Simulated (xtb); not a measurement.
Si(F)(Me)3 (C3H9FSi), SMILES C[Si](C)(C)F. All values are semi-empirical tight-binding results from xtb (GFN2-xTB unless named), good for trends rather than for accurate numbers. Geometry optimised at GFN2-xTB.

Optimised geometry:

Bonded distances (Å): C1–Si2 1.897, C1–H6 1.085, C1–H7 1.086, C1–H8 1.086, Si2–C3 1.897, Si2–C4 1.898, Si2–F5 1.631, C3–H9 1.086, C3–H10 1.085, C3–H11 1.086, C4–H12 1.085, C4–H13 1.086, C4–H14 1.086. Angles (°): Si2–C1–H6 111.8, Si2–C1–H7 111.1, Si2–C1–H8 111.1, H6–C1–H7 107.6, H6–C1–H8 107.6, H7–C1–H8 107.4, C1–Si2–C3 112.6, C1–Si2–C4 112.6, C1–Si2–F5 106.1, C3–Si2–C4 112.6, C3–Si2–F5 106.1, C4–Si2–F5 106.1, Si2–C3–H9 111.1, Si2–C3–H10 111.8, Si2–C3–H11 111.1, H9–C3–H10 107.6, H9–C3–H11 107.4, H10–C3–H11 107.6, Si2–C4–H12 111.8, Si2–C4–H13 111.1, Si2–C4–H14 111.1, H12–C4–H13 107.6, H12–C4–H14 107.6, H13–C4–H14 107.4.
Charge 0, spin multiplicity 1.

Question: Estimate the properties. (Estimate from the structure and the level; the computed values follow.)

Answer: 
```json
{
 "point_group_as_xtb_finds_it": "C3v",
 "orbital_gap": "7.00 eV",
 "dipole_moment": "2.13 D",
 "zero_point_energy": "70.8 kcal/mol",
 "G − E(el) at 298.15 K (modified RRHO)": "50.6 kcal/mol",
 "static polarisability (D4 model)": "69.2 bohr³",
 "solvation energy, GFN2-xTB/ALPB(water)": "-1.2 kcal/mol",
 "solvation energy, GFN2-xTB/ALPB(dmso)": "-4.5 kcal/mol"
}
```

Computed atomic charges and the Wiberg bond orders between heavy atoms:
charges (e) C1 -0.21, Si2 0.57, C3 -0.21, C4 -0.21, F5 -0.28, H6 0.03, H7 0.04, H8 0.04, H9 0.04, H10 0.03, H11 0.04, H12 0.03, H13 0.04, H14 0.04. Bond orders C1–Si2 0.90, Si2–C3 0.90, Si2–C4 0.90, Si2–F5 1.06.
